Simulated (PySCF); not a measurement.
InI₃, SMILES [In]([I])([I])[I].

The structure is a stationary point at r2SCAN-D4/def2-SVP. The isomer is the one that the SMILES or the coordinates give; other isomers of the formula were not compared. The def2 effective core potentials stand for the cores of I, In; spin–orbit coupling is left out.

Computed with PySCF 2.14.0 with C-PCM-M06-2X/def2-SVP.

The values are the electrostatic part of the solvation free energy, E(continuum) − E(gas) at the gas-phase geometry, in a cavity of scaled van der Waals radii (PySCF's table); cavitation and dispersion terms are not included. A continuum can't describe solvent molecules that bind to the metal. In vacuum the orbital gap is 6.53 eV. The dipole moment in vacuum is 0.00 D.

Computed values in water (ε = 78.36), dimethylsulfoxide (ε = 46.83), ethylethanoate (ε = 5.99):
| solvent | ε | ΔG(elec) (kcal/mol) | dipole (D) | gap (eV) |
|---|---|---|---|---|
| water | 78.36 | -6.6 | 0.00 | 6.72 |
| dimethylsulfoxide | 46.83 | -6.6 | 0.00 | 6.72 |
| ethylethanoate | 5.99 | -5.4 | 0.00 | 6.69 |
